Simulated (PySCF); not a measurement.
Radial density of F(2+) (fluorine, charge +2)

UHF, [He] 2s1 2p4, high-spin 4P determinant (an excited configuration). Computed with PySCF 2.14 in aug-cc-pCVQZ-DK, with the spin-free X2C one-electron Hamiltonian (Gaussian nucleus).

```json
{"r (bohr)": "0.00279", "4πr²ρ (e/bohr)": "0.04435", "4πr²(ρα − ρβ)": "0.0014"}
{"r (bohr)": "0.00469", "4πr²ρ (e/bohr)": "0.1182", "4πr²(ρα − ρβ)": "0.0038"}
{"r (bohr)": "0.00790", "4πr²ρ (e/bohr)": "0.3101", "4πr²(ρα − ρβ)": "0.0099"}
{"r (bohr)": "0.0133", "4πr²ρ (e/bohr)": "0.7865", "4πr²(ρα − ρβ)": "0.0251"}
{"r (bohr)": "0.0223", "4πr²ρ (e/bohr)": "1.876", "4πr²(ρα − ρβ)": "0.0597"}
{"r (bohr)": "0.0376", "4πr²ρ (e/bohr)": "4.017", "4πr²(ρα − ρβ)": "0.1268"}
{"r (bohr)": "0.0632", "4πr²ρ (e/bohr)": "7.185", "4πr²(ρα − ρβ)": "0.2227"}
{"r (bohr)": "0.106", "4πr²ρ (e/bohr)": "9.546", "4πr²(ρα − ρβ)": "0.2946"}
{"r (bohr)": "0.179", "4πr²ρ (e/bohr)": "8.004", "4πr²(ρα − ρβ)": "0.3578"}
{"r (bohr)": "0.301", "4πr²ρ (e/bohr)": "4.505", "4πr²(ρα − ρβ)": "1.0281"}
{"r (bohr)": "0.506", "4πr²ρ (e/bohr)": "4.775", "4πr²(ρα − ρβ)": "2.7918"}
{"r (bohr)": "0.851", "4πr²ρ (e/bohr)": "4.819", "4πr²(ρα − ρβ)": "3.0476"}
{"r (bohr)": "1.43", "4πr²ρ (e/bohr)": "1.564", "4πr²(ρα − ρβ)": "0.8751"}
{"r (bohr)": "2.41", "4πr²ρ (e/bohr)": "0.09014", "4πr²(ρα − ρβ)": "0.0308"}
{"r (bohr)": "4.05", "4πr²ρ (e/bohr)": "0.0006387", "4πr²(ρα − ρβ)": "0.0000"}
```

Densities and radii are taken from the X2C orbitals without a picture-change correction, which distorts them close to the nucleus.
